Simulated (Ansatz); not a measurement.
`B[CH2][AlH][CH3]` → `[BH2][AlH][CH3]` + `[CH2]` (triplet) at 500 K and 1 bar (formal loss of a carbene).

Calculated with Ansatz (gas phase, PBE0-D4/def2-TZVP geometries, no zero-point term in ΔE). CCSD(T)/CBS adds triple-zeta CCSD(T) − MP2 to the extrapolated MP2 energy (def2 sets, frozen cores). This one scheme is used for every species. Triplets are unrestricted, without spin–orbit coupling. One conformer a species, not always the lowest.

```tsv
species	CCSD(T)/CBS energy (Eh)	H − E (kJ/mol)	S (J/(mol·K))
`B[CH2][AlH][CH3]`	-347.72427	284.2	430.0
`[BH2][AlH][CH3]`	-308.41798	201.4	377.9
`[CH2]` (triplet)	-39.09499	62.7	213.9
```

H − E and S are ideal-gas, rigid-rotor, harmonic terms from PBE0-D4/def2-TZVP, for one conformer and one mirror image of each species, with the whole ground term of open shells counted as degenerate. 1 Eh = 2625.50 kJ/mol, R = 8.31446 J/(mol·K).

Question: By hand: ΔE, ΔH, ΔS and ΔG.

Answer: ΔE = (-308.41798) + (-39.09499) − (-347.72427) = 0.21130 Eh = 554.8 kJ/mol. Δ(H − E) = 201.4 + 62.7 − 284.2 = -20.1, so ΔH = 534.7 kJ/mol. ΔS = 377.9 + 213.9 − 430.0 = 161.8 J/(mol·K). ΔG = 534.7 − 500 × (161.8)/1000 = 453.8 kJ/mol.

Question: By hand: the equilibrium constant, and the temperature at which ΔG would vanish if ΔH and ΔS stayed fixed.

Answer: log₁₀ K = −ΔG/(RT ln 10) = -47.4. ΔG = 0 at ΔH/ΔS = 3305 K, far beyond where these terms or the molecules hold.

The number of gas molecules changes by +1, which sets the sign of ΔS. A doubt of 5 kJ/mol in ΔE shifts log₁₀ K by 0.5 here. Other conformers and mirror images would add mixing entropy, several J/(mol·K) or more a flexible species. Modes under 60 cm⁻¹, often nearly free rotors, make the harmonic entropy too high. A triplet takes part, so the spin changes. These are equilibria of isolated gas molecules and say nothing of rates. Largest T1 diagnostic: 0.011 (customary marks: 0.02 for closed shells, 0.045 for open ones).
